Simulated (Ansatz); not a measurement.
Computed with Ansatz on PBE0-D4/def2-TZVP structures; ΔE is electronic, products minus reactants. CBS: MP2 limit from def2 TZ/QZ plus the TZ coupled-cluster correction, frozen cores. This one scheme is used for every species. DFT in def2-TZVPP. B3LYP here is the variant with VWN-RPA as its local correlation; programs differ in this. One conformer a species, not always the lowest.

`OB([SiH3])OCF` + `FCCl` → `OB([SiH3])C(F)Cl` + `OCF`  (formal exchange of groups at a B–O bond)

`OB([SiH3])OCF`:

Z-matrix (Å, degrees):
```
Si
B 1 2.030
H 1 1.487 2 111.9
H 1 1.490 2 110.2 3 120.7
H 1 1.490 2 110.2 3 -120.9
O 2 1.381 1 116.7 3 178.6
O 2 1.354 1 120.2 3 -1.7
C 6 1.376 2 123.0 1 168.4
H 7 0.964 2 114.7 1 171.3
F 8 1.385 6 111.0 2 57.4
H 8 1.090 6 108.6 2 175.4
H 8 1.096 6 111.5 2 -61.3
```

`FCCl`:

Cartesian coordinates in Å:
```
F 0.486 1.060 -0.695
C 0.129 -0.026 0.031
Cl -1.625 -0.236 0.008
H 0.433 0.118 1.067
H 0.576 -0.916 -0.411
```

`OB([SiH3])C(F)Cl`:

```xyz
11

O    -0.928    1.597    0.296
B    -0.276    0.427    0.149
Si   -0.486   -0.637   -1.567
C     0.662   -0.109    1.321
F     0.874   -1.453    1.272
Cl    2.213    0.745    1.031
H    -0.779    2.053    1.132
H    -1.386   -1.796   -1.306
H     0.825   -1.166   -2.026
H    -1.086    0.193   -2.645
H     0.367    0.145    2.344
```

`OCF`:

Cartesian coordinates in Å:
```
O 0.803 -0.651 0.321
C -0.175 0.095 -0.283
F -0.032 1.436 0.014
H 0.645 -0.673 1.269
H -1.185 -0.184 0.039
H -0.056 -0.023 -1.361
```

```json
{"level": "PBE-D4", "ΔE (kJ/mol)": "112.0", "difference from CCSD(T)/CBS": "-9.9"}
{"level": "r2SCAN-D4", "ΔE (kJ/mol)": "120.8", "difference from CCSD(T)/CBS": "-1.1"}
{"level": "PBE0-D4", "ΔE (kJ/mol)": "117.1", "difference from CCSD(T)/CBS": "-4.8"}
{"level": "ωB97X-V", "ΔE (kJ/mol)": "122.2", "difference from CCSD(T)/CBS": "0.3"}
{"level": "ωB97M-V", "ΔE (kJ/mol)": "121.2", "difference from CCSD(T)/CBS": "-0.7"}
{"level": "B2PLYP", "ΔE (kJ/mol)": "126.2", "difference from CCSD(T)/CBS": "4.3"}
{"level": "PBE0", "ΔE (kJ/mol)": "119.4", "difference from CCSD(T)/CBS": "-2.5"}
{"level": "B3LYP", "ΔE (kJ/mol)": "125.8", "difference from CCSD(T)/CBS": "3.9"}
{"level": "HF/def2-TZVPP", "ΔE (kJ/mol)": "138.7", "difference from CCSD(T)/CBS": "16.8"}
{"level": "MP2/def2-TZVPP", "ΔE (kJ/mol)": "123.8", "difference from CCSD(T)/CBS": "1.9"}
{"level": "SCS-MP2/def2-TZVPP", "ΔE (kJ/mol)": "125.6", "difference from CCSD(T)/CBS": "3.7"}
{"level": "CCSD/def2-TZVPP", "ΔE (kJ/mol)": "125.1", "difference from CCSD(T)/CBS": "3.2"}
{"level": "CCSD(T)/def2-TZVPP", "ΔE (kJ/mol)": "123.2", "difference from CCSD(T)/CBS": "1.3"}
{"level": "HF/def2-QZVPP", "ΔE (kJ/mol)": "139.8", "difference from CCSD(T)/CBS": "17.9"}
{"level": "SCS-MP2/def2-QZVPP", "ΔE (kJ/mol)": "125.4", "difference from CCSD(T)/CBS": "3.5"}
{"level": "MP2/CBS(def2)", "ΔE (kJ/mol)": "122.5", "difference from CCSD(T)/CBS": "0.6"}
{"level": "CCSD(T)/CBS", "ΔE (kJ/mol)": "121.9", "difference from CCSD(T)/CBS": "0"}
```

Largest T1 diagnostic among the species: 0.013.

In def2-TZVPP, CCSD(T) changes the Hartree–Fock value by −15.5 kJ/mol (the triples alone add −1.9 kJ/mol) and MP2 by −14.9 kJ/mol. The D4 term adds −4.0 kJ/mol with B3LYP and −2.3 kJ/mol with PBE0; it sums over pairs of atoms, weighted by their polarisabilities, and B3LYP, whose exchange is more repulsive, gets the larger term. From PBE to PBE0 (25 % exact exchange), in def2-TZVPP and without D4, ΔE moves by +4.9 kJ/mol.
